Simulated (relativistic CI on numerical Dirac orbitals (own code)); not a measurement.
# Au55+: computed level list

Calculated at this level of theory: Dirac-Coulomb-Breit CI, KLI orbitals optimised for each configuration, QED by a radiative potential, unscaled Slater integrals (own radial code, finite nucleus).

Configurations in the expansion (outside the closed core [Ne]): 3s2 3p6 3d6, 3s2 3p5 3d7, 3s2 3p4 3d8, 3s 3p6 3d7, 3p6 3d8, 3s 3p5 3d8, 3s2 3p6 3d5 4s, 3s2 3p6 3d5 4p, 3s2 3p4 3d7 4s, 3s2 3p6 3d5 4d, 3s2 3p5 3d6 4s, 3s2 3p6 3d5 4f, 3s2 3p6 3d4 4s2, 3s 3p6 3d6 4s, 3p6 3d7 4s, 3p6 3d7 4p. Levels of other configurations are missing.

```csv
No.,Configuration,Term,J,E (10³ cm⁻¹),%,Next component (%)
41,3p5 3d7(2D),3P°,2,3905.3,35,23 3D°
42,3p5 3d7(4F),3F°,4,3962.4,40,23 5D°
43,3p5 3d7(2D),3D°,3,3964.3,49,14 1F°
44,3p5 3d7(4F),3D°,3,4069.8,39,20 5P°
45,3p5 3d7(2P),1P°,1,4078.7,28,26 3D°
46,3p5 3d7(2D),3P°,1,4177.3,34,26 1P°
47,3p5 3d7(4F),5G°,5,4333.1,63,14 5F°
48,3p5 3d7(2G),3H°,6,4383.3,44,30 5G°
49,3p5 3d7(4F),5F°,4,4420.4,29,22 5D°
50,3p5 3d7(2D),3F°,3,4457.5,21,20 5D°
51,3p5 3d7(4F),3D°,2,4457.5,41,21 5D°
52,3p5 3d7(4P),5D°,4,4484.4,38,32 3G°
53,3p5 3d7(4P),3P°,1,4491.1,58,19 5D°
54,3p5 3d7(2H),3I°,7,4513.0,100,
55,3p5 3d7(4P),5S°,2,4532.5,25,24 3F°
56,3p5 3d7(2F),3F°,4,4567.8,30,17 5F°
57,3p5 3d7(2H),3H°,5,4570.0,45,32 3G°
58,3p5 3d7(4F),5D°,3,4592.8,24,22 3F°
59,3p5 3d7(2D),3D°,3,4598.9,35,26 3F°
60,3p5 3d7(2F),3G°,5,4614.2,44,35 1H°
61,3p5 3d7(2F),1G°,4,4625.1,46,30 3G°
62,3p5 3d7(2H),3H°,6,4651.8,64,32 1I°
63,3p5 3d7(2G),3F°,2,4676.6,37,20 3D°
64,3p5 3d7(4P),3D°,1,4687.0,53,16 1P°
65,3p5 3d7(2D),3D°,2,4757.1,44,17 3F°
66,3p5 3d7(4F),5D°,0,4761.3,49,48 3P°
67,3p5 3d7(4F),5D°,2,4790.0,29,19 1D°
68,3p5 3d7(2H),3G°,3,4790.4,28,22 3F°
69,3p5 3d7(4F),3F°,3,4827.4,33,19 3G°
70,3p5 3d7(2H),3G°,5,4842.7,45,25 1H°
71,3p5 3d7(2F),3F°,4,4861.0,49,22 3G°
72,3p5 3d7(2D),3P°,1,4877.3,40,31 3D°
73,3p5 3d7(2F),3D°,2,4897.9,42,17 1D°
74,3p5 3d7(2H),1G°,4,4913.4,45,39 3G°
75,3p5 3d7(2F),1F°,3,4919.2,40,25 3G°
76,3p5 3d7(2F),3D°,1,4932.4,57,15 3P°
77,3p5 3d7(2D),3P°,0,4940.7,92,6 1S°
78,3p5 3d7(2D),3F°,3,4956.6,47,29 1F°
79,3p5 3d7(2D),3D°,1,4965.9,31,31 3P°
80,3p5 3d7(2D),3D°,2,4988.6,42,27 3F°
81,3p5 3d7(4F),5G°,4,5211.1,30,29 3F°
82,3p5 3d7(2P),3D°,3,5256.6,31,21 5F°
83,3p5 3d7(2P),3P°,2,5276.7,25,21 5P°
84,3p5 3d7(4F),5D°,1,5333.8,38,27 3D°
85,3p5 3d7(2H),3I°,6,5334.4,37,32 3H°
```

Energies count from the lowest computed level; ° marks odd parity. Percentages are summed over parent terms; the parents shown are those of the largest component, closed shells are left out there.

The mean weight of the leading LS term, summed over parents, in these 45 levels is 42 %, and that of the leading jj configuration (from the same eigenvectors) 97 %, so jj coupling describes them better and the LS labels are nominal.

At this charge energies of transitions that change n are usually good to better than 1 %, and those within a shell (Δn = 0) to a few per cent.

LS names give the leading component of a level, which can be under half, so a name can repeat, a term be missing and a line seem to break the LS rules.
